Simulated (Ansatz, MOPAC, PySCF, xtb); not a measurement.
Complex: HF (SMILES F) (first 2 atoms) with SO2 (SMILES O=S=O); geometry from B3LYP-D3(BJ)/def2-TZVP, rigid monomers moved along the line of their centres of mass till H2···O3 is 1.67 Å.
(charge 0, multiplicity 1):
```xyz
5

F      0.3508     0.5070    -0.6568
H      0.0840     0.7241     0.2106
O     -0.3031     0.7017     1.8316
S     -0.1615    -0.5314     2.5740
O     -0.5022    -0.5159     3.9667
```

Counterpoise-corrected where a basis set is named; no monomer relaxation. Rows marked so take none.

Frozen-core correlation. CBS(a, b) extrapolates the correlation energy as X⁻³ and adds the Hartree–Fock energy of set b. Rows in 6-31G* carry no dispersion term and start afresh at each structure (6-31G* with six Cartesian d functions). MP2/6-31G* freezes PySCF's default core. The state that PM7 reach isn't checked; PM7 holds dispersion and hydrogen-bond terms.

Run with Ansatz (a first-principles code) with Gaussian orbitals; MOPAC for PM7 (differences of heats of formation); PySCF for 6-31G* rows, the dispersion terms; xtb for the GFN methods. Each number belongs to the level named beside it.

| level | interaction energy (meV) |
|---|---|
| GFN-FF | -267.5 |
| PM7 | -87.3 |
| GFN1-xTB | -137.8 |
| HF/6-31G* (no counterpoise) | -152.1 |
| PBE-D3(BJ)/def2-TZVPPD | -173.2 |
| B3LYP-D4/def2-TZVPPD | ? |
| MP2/6-31G* | ? |
| MP2/CBS(aug-cc-pV(D+d)Z, aug-cc-pV(T+d)Z) | -135.8 |
| CCSD(T)/CBS(aug-cc-pV(D+d)Z, aug-cc-pV(T+d)Z) | -150.7 |

Q: Complete the blanks.

A: 
- B3LYP-D4/def2-TZVPPD, interaction energy (meV): -178.5
- MP2/6-31G*, interaction energy (meV): -52.1
